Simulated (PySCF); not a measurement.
**MH2+ across group 15**

Level: PBE0, basis family def2-TZVP, scalar-relativistic core potentials from Rb on and no relativity for lighter atoms.

Each entry is the lowest minimum that a search over a few typed start shapes (and spin states, where more than one is plausible) found, or that minimum re-optimised at the stated level; isomers with ligand–ligand bonds, or fragments after loss of a ligand pair, can lie lower. Open shells are unrestricted; no spin–orbit coupling; PySCF with density fitting.

```csv
molecule,2S+1,point group,mean bond to the central atom (Å),highest ω (cm⁻¹),distinct angles (°),lowest ω (cm⁻¹),polar-tensor charge of the central atom
PH₂⁺,1,C2v,1.429,2401,92,1126,0.81
AsH₂⁺,1,C2v,1.530,2231,91,1012,0.91
SbH₂⁺,1,C2v,1.709,2011,90,858,1.08
```

The bond lengthens at every step; the largest change, 0.179 Å, falls between AsH₂⁺ and SbH₂⁺ among the members listed.

Left out of the table are members whose search was unfinished or whose lowest solution was spin-contaminated, unstable, very soft or bonded differently.
